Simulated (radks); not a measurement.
Values are calculated unless marked as measured or tabulated.
Ionisation of the zinc ion Zn2+, [Ar] 3d10, to Zn3+, [Ar] 3d9, under several functionals. Dirac Kohn-Sham, spin-unpolarised, spherical densities, finite nucleus; open shells fill j = l - 1/2 first; a radial shooting solver on a logarithmic mesh with Libxc functionals.

functional                                      E(Zn2+) (hartree)  Exc (hartree)  IE (eV)  -e(HOMO) (eV)  <r> HOMO (bohr)  IE error (eV)
LDA (Slater exchange, Perdew-Wang correlation)        -1792.31287      -68.36402   40.737         31.078           0.8827         +1.014
revPBE                                                -1795.19801      -71.31143   40.252         30.581           0.8824         +0.529
exchange-only PBE                                     -1793.67943      -69.74132   39.221         29.631           0.8887         -0.503
XLYP                                                  -1795.68099      -71.78212   40.435         30.788           0.8856         +0.711
RPBE                                                  -1795.25752      -71.37129   40.255         30.582           0.8828         +0.532
LDA (Slater exchange, VWN5 correlation)               -1792.32520      -68.37676   40.745         31.085           0.8827         +1.021
OLYP                                                  -1795.83063      -72.02340   40.516         30.768           0.8779         +0.792
B86b exchange with PBE correlation                    -1795.39328      -71.50545   40.410         30.743           0.8828         +0.687
exchange-only B88                                     -1794.02676      -70.10338   39.194         29.597           0.8870         -0.529

NIST Atomic Spectra Database: 39.723 eV (measured). Closest: exchange-only PBE. The Delta-SCF values span 1.55 eV, the total energies 3.52 hartree. The highest occupied level is 3d5/2. Spin polarisation and multiplet splitting are left out, so open shells lie too high by an amount that depends on their filling.

Beside tabulated values, note that spin-unpolarised runs miss the spin-polarisation part of the exchange energy of open shells.
